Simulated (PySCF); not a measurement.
The same groups moved round the core (trisilane amino). Isolated molecules, 0 K electronic values unless said otherwise. One relaxed conformer stands for each flexible species; it need not be the lowest. Strings in code marks are SMILES.

Quantity: vertical ionisation energy (energy after one electron is removed minus that of the parent at the parent's geometry), in eV.

Case: `N[SiH]([SiH3])[SiH3]`. Geometry of `[SiH3][SiH]([SiH3])N` (neutral, multiplicity 1, Å):

```xyz
13

N     -0.0885     1.8078    -0.7255
Si    -0.1520     0.4997     0.4033
Si    -1.7727    -1.0257    -0.3178
Si     1.9487    -0.5282     0.4679
H      0.6658     2.4742    -0.6732
H     -0.9425     2.2594    -1.0124
H     -0.5005     0.8835     1.8110
H     -1.9636    -2.0824     0.7130
H     -3.0805    -0.3447    -0.5372
H     -1.3651    -1.6715    -1.5946
H      3.0186     0.4707     0.7506
H      1.9733    -1.5560     1.5443
H      2.2590    -1.1868    -0.8295
```

Task: Give the vertical ionisation energy (energy after one electron is removed minus that of the parent at the parent's geometry) at the level B3LYP/6-31G* // PBE0-D3(BJ)/def2-TZVP (PySCF).

Result: 9.12 eV.
